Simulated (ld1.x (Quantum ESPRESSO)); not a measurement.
What one change does to a pseudopotential (Br, TM)

```json
{"Element": "Br (Z = 35)", "Generator": "ld1.x (Quantum ESPRESSO) 7.5", "Type": "norm-conserving Troullier–Martins (Kleinman–Bylander form)", "Functional": "revPBE", "Relativity": "scalar-relativistic", "Frozen core": "[Ar]", "Valence charge": "17", "Reference configuration": "3d10 4s1.75 4p5.25", "Partial waves": "4s (bound): rc 1.20 bohr; 4p (bound): rc 1.20 bohr; 3d (bound): rc 0.65 bohr", "Local potential": "all-electron potential smoothed inside 1.05 bohr (lloc = -1)", "Core correction": "a·sin(br)/r model core inside 0.50 bohr"}
```

Change: local potential all-electron potential smoothed inside 0.50 bohr (lloc = -1).

Cutoffs: the cutoffs (Ry, on a coarse ladder) from which the occupation-weighted sum of valence levels, in a spherical-Bessel basis at the reference potential, stays within 10 and 1 mRy of its value at 400 Ry; they do not see the model core or the augmentation charge, which bear on the density cutoff. Errors are all-electron minus pseudo energies relative to the spin-unpolarised reference configuration.

**Question.** What does the change do?

**Answer.** The bound ghosts move from s to p, s; of the 7 tests that both files solve, the error grows in 2 and shrinks in 3 by more than 15 % and 0.3 meV (median size 13.0 → 2.8 meV); the range in which the s phases agree narrows (upper end at the end of the scan → -0.0); the range in which the p phases agree widens (upper end 0.7 → 1.8). In the separable form a ghost depends on how the local part lies against the semilocal potential of the channel, so the choice of the local part can create or remove one.

```tsv
quantity	base	changed
bound ghosts	s	s, p
error for 3d10 4s2 4p5, meV [ΔE -3.07 eV]	+0.4	+0.3
error for 3d10 4s2 4p4, meV [ΔE 9.45 eV]	+2.9	+0.5
error for 3d10 4s2 4p3, meV [ΔE 32.17 eV]	+21	+9.1
error for 3d10 4s1 4p6, meV [ΔE 9.28 eV]	+0.4	-0.6
error for 3d10 4s1 4p5, meV [ΔE 22.43 eV]	+13	+2.8
error for 3d9 4s2 4p5, meV [ΔE 75.31 eV]	-236	-578
error for 3d9 4s2 4p6, meV [ΔE 61.21 eV]	-410	-679
s: phases at 1.30 bohr within 0.05 rad from the reference energy up to (Ry; the scan ends near 5)	to the end of the scan	-0.0
p: phases at 1.30 bohr within 0.05 rad from the reference energy up to (Ry; the scan ends near 5)	0.7	1.8
d: phases at 1.30 bohr within 0.05 rad from the reference energy up to (Ry; the scan ends near 5)	2.9	to the end of the scan
```

 A true bound ghost makes a file unfit for plane-wave use even where its test errors are small: the radial tests pick states by their node count and pass the ghost by.
